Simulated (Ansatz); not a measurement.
Born–Oppenheimer molecular dynamics of CH$_{5}$ClOSi (9 atoms, charge 0, multiplicity 1). It starts at the highest image of a converged band. Of that band: Neighbouring images differ by up to 2.3 eV, so the band resolves the path poorly. A vibrational analysis at the climbing image gives one clearly imaginary mode, 1322i cm⁻¹: a first-order saddle point.

All numbers below come from RKS B3LYP-D4/6-31G* in Ansatz.

```json
{"ensemble": "NVE (velocity Verlet)", "time step": "0.5 fs", "steps asked": "138", "starting velocities drawn for": "100 K", "seed": "6490"}
```

First frame:

```xyz
9
Properties=species:S:1:pos:R:3
Si -0.303 -0.057 0.605
H 0.800 -0.133 1.611
C 1.907 0.003 0.395
H 2.494 -0.785 0.874
H 1.823 -0.203 -0.679
H 2.309 0.997 0.592
Cl -0.551 1.798 -0.329
O -0.419 -1.295 -0.515
H -1.245 -1.795 -0.434
```

How far do the bonds stretch over the last three quarters of this one trajectory? (Pairs bonded in most of those frames.)


```tsv
bond	mean (Å)	spread (Å)	shortest	longest
Si1–H2	1.673	0.197	1.31	1.99
Si1–C3	1.930	0.139	1.70	2.10
Si1–Cl7	2.112	0.020	2.07	2.17
Si1–O8	1.678	0.041	1.61	1.75
C3–H4	1.100	0.018	1.08	1.15
C3–H5	1.104	0.015	1.08	1.14
C3–H6	1.101	0.016	1.08	1.14
O8–H9	0.972	0.013	0.94	1.00
```

Mean temperature of the second half: 1831 K. The conserved energy stayed within 0.63 meV per atom of its start (net change -0.19 meV per atom), so the integration is sound. The kinetic energy rose, since the run started high on the potential surface and went downhill. A run of 0.069 ps of so small a system gives no equilibrium averages. The orbitals stay closed-shell, which can raise the energy where a bond breaks towards radicals; this wasn't checked here.

Time of the run: 7.8 min on 1 thread of Arm Neoverse V2, with other jobs on the host, peak memory 0.15 GiB.
